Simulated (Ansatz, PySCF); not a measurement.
Process, species as SMILES: [F][Ga]([F])[F] -> [F][Ga]([F])[F] as doublet, charge +1 + e-

Wanted: adiabatic ionisation energy (0 K, with zero-point energies), in eV. Set-up: frozen cores in correlated levels (noble-gas shells and the d and f shells of earlier blocks); no spin-orbit coupling; no dispersion term unless named; LANL2DZ with its own core potentials from Na on; non-relativistic; six Cartesian d functions in 6-31G* and its kin unless marked 5d; UHF or UKS for open shells. First-principles rows: single points at B3LYP-D3(BJ) geometries (Ansatz, a program for electronic structure), with unscaled harmonic terms from B3LYP/6-31G* (LANL2DZ past Ar) (Ansatz) at its own minima. The Hartree-Fock reference of [F][Ga]([F])[F] as doublet, charge +1 is unstable towards a lower, spin-broken solution. The spin state of an ion or metal species was assumed, not searched.

```tsv
level	program	adiabatic ionisation energy (0 K, with zero-point energies) (eV)
HF/STO-3G	Ansatz	6.89
HF/LANL2DZ	Ansatz	13.77
HF/6-31G*	Ansatz	13.15
BLYP/6-31G*	Ansatz	12.77
BLYP/6-31G* with LANL2DZ past Ar	Ansatz	12.80
BP86/def2-SVP	PySCF	13.19
B3LYP/6-31G	Ansatz	13.52
B3LYP/6-31G*	Ansatz	13.33
B3LYP/def2-SVP	Ansatz	13.52
B3LYP/6-31G* with LANL2DZ past Ar	Ansatz	13.36
PBE0/6-31G* with LANL2DZ past Ar	Ansatz	13.37
MP2/STO-3G	Ansatz	6.61
MP2/3-21G	Ansatz	13.40
MP2/6-31G* with LANL2DZ past Ar	Ansatz	14.40
PBE0/def2-TZVPD	Ansatz	13.64
M06-2X/def2-TZVPD	PySCF	14.19
B2PLYP-D3(BJ)/def2-TZVPD	Ansatz + dftd3	13.88
```

No value to compare with is used here. The 14 habitual levels span 6.61 (MP2/STO-3G) to 14.40 eV (MP2/6-31G* with LANL2DZ past Ar); B2PLYP-D3(BJ)/def2-TZVPD gives 13.88.

The levels are drawn from those run, B3LYP/6-31G* more often than the rest, none by its result; left out are runs that failed, that the program found above a lower state of the same kind, or whose <S^2> lies over 0.5 above the pure value.
